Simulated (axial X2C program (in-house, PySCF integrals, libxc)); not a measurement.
**Worked dissociation energy of TcO: PBE0, with spin–orbit coupling**

All values were computed with an in-house all-electron X2C program for linear molecules (integrals from PySCF). Two-component (2c) means X2C with spin–orbit coupling and atomic mean-field two-electron Coulomb and Gaunt terms. Basis: Tc dyall-cv3z [12s12p8d5f3g], O dyall-av3z [7s6p3d2f] (cores contracted in-house); Gaussian nuclei, density fitting, unrestricted open shells. Masses: Tc 98.907 u, O 15.995 u.

Molecular state: Ω = 5/2 (⟨Sz⟩ = 2.49, ⟨Lz⟩ = 0.01 at PBE0).

- E(Tc) (2M_J = 5): -4283.290688 hartree
- E(O) (2M_J = 2): -75.071371 hartree
- E(TcO) at Re: -4358.561730 hartree
- ωe: 927.0 cm⁻¹
- ωexe: 3.93 cm⁻¹

Problem. Work out De and D0.

Solution. De = -4283.290688 + (-75.071371) − (-4358.561730) = 0.19967 hartree = 5.433 eV. The zero-point energy is ωe/2 − ωexe/4 = 462 cm⁻¹ = 0.057 eV, so D0 = 5.376 eV.

The state is one determinant whose occupation by symmetry is held fixed; it was picked as the lowest of a PBE0 search that is not exhaustive. Dissociation energies refer to the lowest single-determinant-based atoms at the same level and basis. Density functionals use the spin component along the axis (collinear). The 2c atoms are single determinants rather than J levels; their spin–orbit lowering is only partly caught, and De is too large by that part. This holds for PBE0. PBE0 can misorder states that lie within some tenths of an eV, so this need not be the ground state of the molecule. The nearest other 2c determinant of the search, Ω = 9/2, lies 0.92 eV up at the distance of the search. Without a current term, density functionals place determinants with orbital angular momentum somewhat too high. With several unpaired electrons one determinant need not be a pure state. Some points did not converge and are left out. This is the top spin component of a Σ state; components of lower Ω are not single determinants and can lie lower.

Each atomic determinant is the lowest at this level and need not be a pure J level. Totals compare only within one Hamiltonian and basis.
